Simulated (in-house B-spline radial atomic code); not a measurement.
**RPA and G0W0 on PBE: Kr²⁶⁺**

Configuration [He] 2s2 2p6, mean-field start PBE. Computed with an all-electron radial atomic-structure program (B-spline basis): all electrons, non-relativistic, point nucleus, each spin shell either full or empty, empty states to l = 9 with an (l + 1/2)⁻⁴ tail; G0W0 by contour deformation at full frequency.

Command:
```bash
python run_gw.py task.json out
```
Settings (radii: box in bohr, nucleus in fm):
```
Z                        36
electrons                10
configuration            [He] 2s2 2p6
hamiltonian              nr
method                   pbe,pbe
lmax                     9
spin_polarised           False
box_radius               3.38
intervals                46
```

Time taken, with all properties: 0.8 s on 1 thread of Arm Neoverse N1, with other jobs on the host.

Energies (hartree):

```csv
term,value
mean-field total,-2291.74634
Hartree-Fock functional on these orbitals,-2291.89139
direct second order,-0.65717
second-order exchange,0.22991
SOSEX correction,0.22511
```

Task: What is the RPA correlation energy, and what remains with SOSEX?

Result: RPA gives -0.6374 hartree (-1.73 eV per electron); RPA + SOSEX gives -0.41229, and the second-order doubles -0.42726 hartree (no singles). SOSEX takes back 35 % of the RPA value.

Quasi-particle levels (eV):

```tsv
level	occupied	mean field	Σx - vxc	Σc	QP weight	G0W0
2p	yes	-2855.32	-72.34	?	?	?
2s	yes	-3012.08	-88.59	3.81	0.997	-3096.87
1s	yes	-15181.05	-251.62	23.96	0.989	-15408.70
3s	no	-1210.25	24.30	-0.93	1.000	-1186.88
```

G0W0 = mean field + (Σx - vxc) + Σc, with Σc (partial-wave tail included) taken at the quasi-particle energy.

Task: Where does G0W0 put 2p?

Result: At -2925.72 eV, with Σc = 1.94 eV and a quasi-particle weight of 0.997. The tabulated removal energy is 2928.9 ± 1.7 eV (NIST, semi-empirical); the calculation leaves out relativity, Breit and QED terms, and what these don't explain is the method's own error.
